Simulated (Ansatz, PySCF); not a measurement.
Gas-phase reaction (SMILES): BBr (BH2Br) [bromoborane] + [H][H] (H2) → B (BH3) + Br (HBr); hydrogen cleaves one B-Br bond, a model of a ligand-exchange step.

Structures are relaxed separately at B3LYP-D3(BJ)/def2-TZVP in Ansatz (an electronic-structure program). Valence correlation only, unless marked. No spin-orbit coupling. The frozen core is the preceding noble-gas configuration, with the filled d and f shells of earlier blocks. No relativistic terms. CBS marks a two-point X^-3 extrapolation of the correlation energy; Hartree-Fock from the larger set (for Q and 5 zeta extrapolated as (X+1)exp(-9√X)). Thermal terms are rigid-rotor harmonic-oscillator values from B3LYP-D3(BJ) frequencies (Ansatz or PySCF) at 298.15 K and 1 atm. 1 Eh = 627.5095 kcal/mol.

| species | E, CCSD(T)/CBS(cc-pVQZ,cc-pV5Z) (Ansatz) (Eh) | E, PBE-D3(BJ)/def2-TZVPD (Ansatz + dftd3) (Eh) | H - E (Eh) | G - E (Eh) |
|---|---|---|---|---|
| BBr (BH2Br) | -2598.68524 | -2599.78782 | 0.02466 | -0.00325 |
| [H][H] (H2) | -1.17453 | -1.16598 | 0.01336 | -0.00144 |
| B (BH3) | -26.54862 | -26.55313 | 0.03008 | 0.00872 |
| Br (HBr) | -2573.28264 | -2574.36932 | 0.00927 | -0.01328 |

**Question.** Work out ΔE and ΔH, ΔG, ΔS and the equilibrium constant at 298.15 K at the first level, then ΔH at the second.

**Answer.** 
1. ΔE = [(-26.54862) + (-2573.28264)] - [(-2598.68524) + (-1.17453)] = 0.02851 Eh = 17.9 kcal/mol at CCSD(T)/CBS(cc-pVQZ,cc-pV5Z).
2. The terms H - E add up to 0.00133 Eh, so ΔH = (0.02851 + (0.00133))×627.5095 = 18.7 kcal/mol.
3. The terms G - E add up to 0.00013 Eh, so ΔG = 18.0 kcal/mol, and ΔS = (0.00133 - (0.00013))×627509.5/298.15 = 2.5 cal/(mol K).
4. log10 K = -ΔG/(RT ln 10) = -13.2, with RT ln 10 = 1.3642 kcal/mol.
5. At PBE-D3(BJ)/def2-TZVPD the same steps give ΔE = 19.7 and ΔH = 20.5 kcal/mol, a shift of +1.8 from the first level.
6. These values are not checked against measurement here, since the tables used lack a sound gas-phase enthalpy of formation for at least one species.
